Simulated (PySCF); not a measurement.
These compounds are isomers of formula C₇H₁₁NOSi.

A. `InChI=1S/C7H11NOSi/c1-2-3-4-6-5-8-9-7(6)10/h2,5H,1,3-4H2,10H3`
B. `C=CC(C=C)[C@@H](C#N)O[SiH3]`
C. `InChI=1S/C7H11NOSi/c1-8-5-6-3-4-7(9-6)10-2/h3-5H,10H2,1-2H3/b8-5+`
D. `NCc1cccc(O[SiH3])c1`

Spectrum 1. $^{1}$H NMR (400 MHz, computed): δ 8.29 (s, 1H), 7.56 (m, 1H), 7.02 (m, 1H), 4.76 (q, 2H), 3.89 (s, 3H), 0.42 (t, 3H). $^{13}$C{$^{1}$H} NMR (computed): δ 166.7 (C), 159.7 (C), 155.1 (CH), 129.7 (CH), 118.8 (CH), 52.4 (CH3), -9.4 (CH3).

Spectrum 2. $^{1}$H NMR (400 MHz, computed): δ 8.17 (s, 1H), 5.84 (m, 1H), 5.33 (m, 1H), 5.07 (m, 1H), 4.48 (s, 3H), 2.75 (t, 2H), 2.29 (m, 2H). $^{13}$C{$^{1}$H} NMR (computed): δ 171.0 (C), 153.3 (CH), 145.4 (CH), 137.0 (C), 127.8 (CH2), 41.8 (CH2), 26.6 (CH2).

Spectrum 3. $^{1}$H NMR (400 MHz, computed): δ 6.48 (m, 1H), 6.35 (m, 1H), 5.67 (m, 1H), 5.61 (m, 1H), 5.59 (m, 1H), 5.50 (m, 1H), 4.90 (s, 3H), 4.31 (d, 1H), 2.98 (m, 1H). $^{13}$C{$^{1}$H} NMR (computed): δ 144.1 (CH), 143.8 (CH), 126.6 (CH2), 124.9 (CH2), 122.7 (C), 69.5 (CH), 60.3 (CH).

Spectrum 4. $^{1}$H NMR (400 MHz, computed): δ 7.56 (m, 1H), 7.10 (s, 1H), 7.06 (d, 1H), 6.70 (d, 1H), 5.15 (s, 3H), 3.77 (s, 2H), 0.71 (br s, 2H). $^{13}$C{$^{1}$H} NMR (computed): δ 163.0 (C), 155.8 (C), 135.5 (CH), 125.0 (CH), 123.8 (CH), 116.4 (CH), 54.3 (CH2).

Level of theory: NMR shieldings at PBE0/pcSseg-1/GIAO, GFN2-xTB geometry, in PySCF 2.14.0 with density-fitted response routines (one conformer, isolated molecule, no relativistic terms, equivalent nuclei averaged).

δ = σ(ref) − σ, references computed at the same level: $^{1}$H, $^{13}$C vs TMS. Where no couplings were computed, multiplicities follow the n + 1 count of equivalent neighbours, and m marks all less simple cases (inequivalent or close neighbours, rings, F or P nearby). Shifts are as computed. Against solution values, carbons near 30 ppm lie about +3 ppm off and those near 130 ppm about +5 ppm. Of 1211 compounds with measured shifts, 218 miss one by over three times the rms of a fit or turn the order of signals round; such compounds aren't used in these exercises. OH and NH positions are gas-phase values without hydrogen bonding to other molecules.

**Question.** Match each spectrum to its structure.

**Answer.** 1–C, 2–A, 3–B, 4–D.

- Spectrum 1 (C): 7 $^{13}$C signals; δC 129.7 is an aromatic CH; δC 52.4 is a methyl carbon bonded to N.
- Spectrum 2 (A): 7 $^{13}$C signals; δC 153.3 is an aromatic CH next to a ring nitrogen; δC 145.4 is an alkene CH.
- Spectrum 3 (B): 7 $^{13}$C signals; δC 144.1 is an alkene CH; δC 143.8 is an alkene CH.
- Spectrum 4 (D): 7 $^{13}$C signals; δC 163.0 is an aromatic carbon bearing oxygen; δC 135.5 is an aromatic CH.
